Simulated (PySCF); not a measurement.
C₄H₉N₃SSi.
Atom-mapped SMILES: `[CH3:1][S:2][c:3]1[n:4][n:5]([SiH3:6])[n:7][c:8]1[CH3:9]` (hydrogens: H10, H11, H12 on C1; H13, H14, H15 on Si6; H16, H17, H18 on C9)

Geometry (PBE0-D3(BJ)/def2-SVP, Å), atoms numbered from 1 in this order:
```xyz
18
C4H9N3SSi angstrom
C     -2.8849   -1.1924    0.2454
S     -2.3276    0.5136    0.4181
C     -0.6215    0.2982    0.1264
N     -0.0405   -0.8575   -0.1469
N      1.2485   -0.5451   -0.3026
Si     2.5340   -1.7499   -0.5997
N      1.5276    0.7417   -0.1362
C      0.3698    1.3206    0.1351
C      0.2073    2.7748    0.3857
H     -3.9715   -1.1791    0.4029
H     -2.6557   -1.5744   -0.7583
H     -2.4054   -1.8355    0.9955
H      3.4112   -1.2234   -1.6778
H      1.8388   -2.9967   -1.0062
H      3.3181   -1.9551    0.6494
H      1.1832    3.2747    0.3436
H     -0.4569    3.2336   -0.3640
H     -0.2424    2.9571    1.3744
```

Computed with PySCF at PBE0/pcSseg-1 and PBE0/def2-SVPD, non-relativistic, on one gas-phase PBE0-D3(BJ)/def2-SVP geometry that isn't relaxed in the solvent. The solvent is an IEF-PCM continuum (cavity from Bondi-type radii × 1.2). Specific hydrogen bonds and non-electrostatic terms are outside this model.

Gas phase at PBE0/pcSseg-1: HOMO -6.27 eV, LUMO -0.26 eV, dipole 0.99 D.

What does the continuum do to the energy, the frontier levels and the dipole at PBE0/pcSseg-1 in cyclohexane and water?

```csv
solvent,ε,E(solvent) − E(gas) (kcal/mol),polarisation term (kcal/mol),distortion of the solute (kcal/mol),HOMO (eV),LUMO (eV),dipole (D)
cyclohexane,2.017,-2.04,-2.13,0.09,-6.32,-0.32,1.08
water,78.36,-5.20,-5.79,0.59,-6.44,-0.46,1.20
```

Polarisation term: ½ Σ q·V over the induced surface charges. Distortion: the rise of the solute's own energy as its density leaves the gas-phase optimum. From cyclohexane to water the lowering changes by a factor 2.54, Onsager's factor (ε − 1)/(2ε + 1) by 2.43 and ε itself by 38.9.

Give the dipole vector in the frame of the coordinates (D, pointing from negative to positive charge), gas and water.

Gas (-0.13, -0.97, -0.09), solvent (-0.36, -1.15, -0.05). Its length changes by +22 % and its direction by 10°.

Which Hirshfeld charges (PBE0/pcSseg-1) respond most in cyclohexane (means over atoms taken as equivalent)?

```json
{"atoms": "N7", "environment": "pyridine-type nitrogen", "gas (e)": "-0.133", "solvent (e)": "-0.140", "change": "-0.007"}
{"atoms": "S2", "environment": "sulfide sulfur", "gas (e)": "+0.026", "solvent (e)": "+0.020", "change": "-0.006"}
{"atoms": "N4", "environment": "pyridine-type nitrogen", "gas (e)": "-0.139", "solvent (e)": "-0.142", "change": "-0.003"}
{"atoms": "H10/H11/H12", "environment": "methyl hydrogen", "gas (e)": "+0.048", "solvent (e)": "+0.050", "change": "+0.002"}
{"atoms": "H16/H17/H18", "environment": "methyl hydrogen", "gas (e)": "+0.050", "solvent (e)": "+0.051", "change": "+0.001"}
{"atoms": "H13/H14/H15", "environment": "Si–H hydrogen", "gas (e)": "-0.064", "solvent (e)": "-0.062", "change": "+0.002"}
```

How do the nuclear quadrupole coupling constants eQVzz/h respond in cyclohexane?

| nucleus | Q (barn) | gas (MHz) | solvent (MHz) | η gas | η solvent |
| --- | --- | --- | --- | --- | --- |
| 33S at S2 | -0.06781 | 44.89 | 44.41 | 0.74 | 0.75 |
| 14N at N4 | 0.02044 | -4.73 | -4.71 | 0.57 | 0.57 |
| 14N at N5 | 0.02044 | 3.39 | 3.41 | 0.95 | 0.93 |
| 14N at N7 | 0.02044 | -4.90 | -4.85 | 0.36 | 0.37 |

Gas phase at PBE0/def2-SVPD: HOMO -6.29 eV, LUMO -0.38 eV, dipole 0.93 D.

What does the continuum do to the energy, the frontier levels and the dipole at PBE0/def2-SVPD in cyclohexane?

```csv
solvent,ε,E(solvent) − E(gas) (kcal/mol),polarisation term (kcal/mol),distortion of the solute (kcal/mol),HOMO (eV),LUMO (eV),dipole (D)
cyclohexane,2.017,-1.95,-2.04,0.09,-6.33,-0.43,1.04
```

How does the static polarisability (PBE0/def2-SVPD, frozen core, with the continuum's full static response) change?

```tsv
medium	isotropic (au)	principal values (au)	⟨r²⟩ of the electrons (bohr²)
gas	118.3	81.9, 123.4, 149.5	1959.5
cyclohexane	133.1	91.9, 139.2, 168.3	1958.5
```

The isotropic value in cyclohexane is 1.13 times the gas-phase one; no cavity-field correction is applied. ⟨r²⟩ is taken about the centre of nuclear charge.

The run took 28 s of wall time on an Intel Xeon 6975P-C with one thread, no GPU, shared host with 192 logical CPUs at a one-minute load of 46, and the process peaked at 1.2 GiB of memory. This is the whole shielding run at PBE0/pcSseg-1 in water, SCF included.
